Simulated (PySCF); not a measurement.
A PySCF script (with the pyscf-properties extension) for the NMR shieldings of SMILES C1CN([SiH2]B)[C@H](C#C)C1, C$_{6}$H$_{12}$BNSi, on a GFN2-xTB geometry:

```python
import basis_set_exchange as bse
import numpy as np
from pyscf import gto, dft
from pyscf.prop import nmr

atoms = """
B     1.386881    1.925493    0.850203
Si    1.787846    0.045671    0.272029
N     0.475602   -0.403425   -0.779505
C     0.015522   -1.748250   -0.995416
C    -1.130556   -1.940502    0.016663
C    -1.670533   -0.519616    0.257388
C    -0.710254    0.388657   -0.556695
C    -0.323697    1.612709    0.125966
C    -0.193148    2.730353    0.637068
H     2.091862    2.664135    0.246115
H     1.481807    1.968198    2.032481
H     2.983425   -0.206131   -0.551983
H     1.927276   -0.916085    1.394092
H     0.829886   -2.455424   -0.854955
H    -0.365675   -1.846837   -2.020708
H    -1.897079   -2.612488   -0.365596
H    -0.734262   -2.359008    0.940882
H    -2.699080   -0.405904   -0.081879
H    -1.626799   -0.255081    1.313947
H    -1.179438    0.647532   -1.521766
H    -0.458505    3.702944    0.950605
"""
names = dict.fromkeys(["B", "Si", "N", "C", "H"], "pcSseg-1")
basis = {el: gto.basis.parse(bse.get_basis(n, elements=[el], fmt="nwchem")) for el, n in names.items()}
mol = gto.M(atom=atoms, basis=basis, charge=0, verbose=0)
mf = dft.RKS(mol, xc="PBE0")
mf.grids.level = 2
mf.grids.alignment = dft.numint.BLKSIZE   # the property module wants whole blocks of grid points
mf.conv_tol = 1e-9
mf.kernel()

calc = nmr.RKS(mf)   # GIAO
C = mf.mo_coeff
Co = C[:, mf.mo_occ > 0]
resp = mf.gen_response(singlet=True, hermi=2)
def vind(x):   # induced exchange potential for any number of trial vectors
    d = np.einsum("pi,xij,qj->xpq", C, 2 * x.reshape(-1, C.shape[1], Co.shape[1]), Co, optimize=True)
    return np.einsum("xpq,pi,qj->xij", resp(d - d.transpose(0, 2, 1)), C, Co, optimize=True).ravel()
mo1, _ = nmr.rhf.solve_mo1(calc, with_cphf=vind)
sigma = calc.kernel(mo1)
for i, s in enumerate(sigma):   # ppm
    print("%2d %-2s %9.2f" % (i, mol.atom_pure_symbol(i), np.trace(s) / 3))
```

Question: What does it print?

Answer: 
```
 0 B     155.45
 1 Si    341.23
 2 N     192.69
 3 C     133.50
 4 C     159.25
 5 C     150.84
 6 C     122.18
 7 C      82.54
 8 C      97.01
 9 H      30.84
10 H      30.87
11 H      26.17
12 H      26.18
13 H      28.51
14 H      28.81
15 H      30.08
16 H      29.57
17 H      29.71
18 H      29.94
19 H      27.32
20 H      26.71
```

These numbers come from an equivalent density-fitted implementation of the same equations, which agrees with the script to about 0.01 ppm for H and up to a few tenths of a ppm for heavy atoms, so last digits may differ.

Size and cost of the density-fitted run: 220 basis functions, 110 s wall time on 1 thread of an Arm Neoverse N1, shared host; peak memory 1 GiB.
